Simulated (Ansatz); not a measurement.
Consider the cleavage of the Si–Al bond: `[NH2][Al]([OH])[SiH3]` + `N[SiH](O)F` → `O[SiH](F)N[SiH3]` + `[NH2][AlH][OH]`.

Calculated with Ansatz (gas phase, PBE0-D4/def2-TZVP geometries, no zero-point term in ΔE). CBS: MP2 limit from def2 TZ/QZ plus the TZ coupled-cluster correction, frozen cores. This one scheme is used for every species. Functionals use def2-TZVPP. Each species was taken in one conformer, which may not be the lowest.

```csv
level,ΔE (eV)
PBE0-D4,-0.31
HF/CBS(def2),-0.63
```

Problem. What does CCSD(T)/CBS give? (Estimate.)

Solution. The calculation gave: -0.46 eV. The listed levels differ from it by 0.15, -0.17 eV.

Largest T1 diagnostic among the species: 0.013.

From PBE to PBE0 (25 % exact exchange), in def2-TZVPP and without D4, ΔE moves by −0.07 eV. The D4 term adds −0.04 eV with B3LYP and −0.02 eV with PBE0; it sums over pairs of atoms, weighted by their polarisabilities, and B3LYP, whose exchange is more repulsive, gets the larger term.

B3LYP here is the variant with VWN-RPA as its local correlation; programs differ in this.
